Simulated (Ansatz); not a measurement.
The cluster Si2W (the lowest singlet isomer of a short search), 3 atoms. Hardware: 4 threads of Arm Neoverse V1 on a shared host.

In the def2 sets W takes a core potential; there is no spin–orbit coupling. Correlated methods freeze 10 core orbitals; core or outer-core shells of W are correlated, in sets that lack core-valence functions.

Problem. How many basis functions does each of these Ansatz runs have, and roughly what does it cost? CCSD(T)/def2-TZVPP, charge 0 singlet, energy, from earlier orbitals; CAM-B3LYP-D4/def2-TZVP, charge 0 triplet, energy, from earlier orbitals; BLYP-D4/def2-TZVP, charge 0 triplet, energy, from earlier orbitals; PBE-D4/def2-TZVPD, charge 0 singlet, energy, from earlier orbitals; PBE-D4/def2-TZVP, charge 1 doublet at the geometry of the charge 0 singlet, energy, from earlier orbitals; RPA@PBE/def2-TZVP, charge 0 triplet, energy, from earlier orbitals; PBE-QIDH/def2-TZVP, charge 0 singlet, energy, from earlier orbitals; BLYP-D4/def2-TZVP, charge 0 singlet, energy, from earlier orbitals; r2SCAN-D4/def2-TZVPD, charge -1 doublet at the geometry of the charge 0 singlet, energy, from earlier orbitals; r2SCAN-D4/def2-TZVP, charge 0 singlet, relaxation, 7 steps; PBE-QIDH/def2-TZVP, charge 0 triplet, energy, from earlier orbitals; CAM-B3LYP-D4/def2-TZVP, charge 0 quintet, energy, from earlier orbitals.

Solution. Other jobs shared the machine, so times can vary by a factor of up to 3. A dash marks memory too small to be measured apart from the calling script's.

```json
{"run": "PBE-D4/def2-TZVPD, charge 0 singlet, energy, from earlier orbitals", "functions": "129", "fitting or Cholesky vectors": "896", "wall time": "1.2 s", "peak host memory (GiB)": "–"}
{"run": "BLYP-D4/def2-TZVP, charge 0 singlet, energy, from earlier orbitals", "functions": "114", "fitting or Cholesky vectors": "828", "wall time": "1.6 s", "peak host memory (GiB)": "–"}
{"run": "BLYP-D4/def2-TZVP, charge 0 triplet, energy, from earlier orbitals", "functions": "114", "fitting or Cholesky vectors": "828", "wall time": "2 s", "peak host memory (GiB)": "–"}
{"run": "PBE-QIDH/def2-TZVP, charge 0 singlet, energy, from earlier orbitals", "functions": "114", "fitting or Cholesky vectors": "810", "wall time": "2.7 s", "peak host memory (GiB)": "–"}
{"run": "RPA@PBE/def2-TZVP, charge 0 triplet, energy, from earlier orbitals", "functions": "114", "fitting or Cholesky vectors": "809", "wall time": "2.9 s", "peak host memory (GiB)": "–"}
{"run": "CAM-B3LYP-D4/def2-TZVP, charge 0 triplet, energy, from earlier orbitals", "functions": "114", "fitting or Cholesky vectors": "902", "wall time": "4.3 s", "peak host memory (GiB)": "–"}
{"run": "PBE-D4/def2-TZVP, charge 1 doublet at the geometry of the charge 0 singlet, energy, from earlier orbitals", "functions": "114", "fitting or Cholesky vectors": "828", "wall time": "4.6 s", "peak host memory (GiB)": "–"}
{"run": "PBE-QIDH/def2-TZVP, charge 0 triplet, energy, from earlier orbitals", "functions": "114", "fitting or Cholesky vectors": "809", "wall time": "5.5 s", "peak host memory (GiB)": "–"}
{"run": "CAM-B3LYP-D4/def2-TZVP, charge 0 quintet, energy, from earlier orbitals", "functions": "114", "fitting or Cholesky vectors": "902", "wall time": "7 s", "peak host memory (GiB)": "–"}
{"run": "CCSD(T)/def2-TZVPP, charge 0 singlet, energy, from earlier orbitals", "functions": "140", "fitting or Cholesky vectors": "875", "wall time": "9 s", "peak host memory (GiB)": "0.62"}
{"run": "r2SCAN-D4/def2-TZVP, charge 0 singlet, relaxation, 7 steps", "functions": "114", "fitting or Cholesky vectors": "828", "wall time": "11 s", "peak host memory (GiB)": "–"}
{"run": "r2SCAN-D4/def2-TZVPD, charge -1 doublet at the geometry of the charge 0 singlet, energy, from earlier orbitals", "functions": "129", "fitting or Cholesky vectors": "896", "wall time": "15 s", "peak host memory (GiB)": "–"}
```
